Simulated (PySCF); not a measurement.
**Diatomics of Sn with the second period**

PBE with double-zeta basis sets in PySCF, for the lowest determinant that a PBE0 search found; no spin–orbit coupling. De refers to high-spin ground-configuration atoms. A positive dipole means M(−)Sn(+).

```
 M                       basis  state (unpaired electrons)  Re (Å)  ωe (cm⁻¹)  De (eV)  μ (D)
Li                    def2-SVP         quartet (σ ↑, π ↑↑)   2.590        357     1.49  -5.41
Be                  x2c-SVPall              triplet (π ↑↑)   2.361        459     1.48  -1.00
 B                    def2-SVP         quartet (σ ↑, π ↑↑)   2.209        535     3.05   1.52
 C                    def2-SVP          triplet (σ ↑, π ↑)   2.027        660     3.57   2.44
 N  aug-cc-pVDZ-PP/aug-cc-pVDZ               doublet (π ↑)   1.995        669     3.18   3.48
 O          cc-pVDZ-PP/cc-pVDZ      singlet (closed shell)   1.873        790     5.89   3.46
 F                  x2c-SVPall               doublet (π ↑)   1.980        586     5.15   2.36
```

The shortest bond is that of SnO (1.873 Å), the longest that of LiSn (2.590 Å).

The rows differ in basis set, which adds steps of its own.

The state changes along the series, so neighbouring rows are not always alike in their bonding.

Spin–orbit coupling is left out, which matters for elements this heavy, above all for dissociation energies. States were picked by a PBE0 search and need not be the measured ground states.
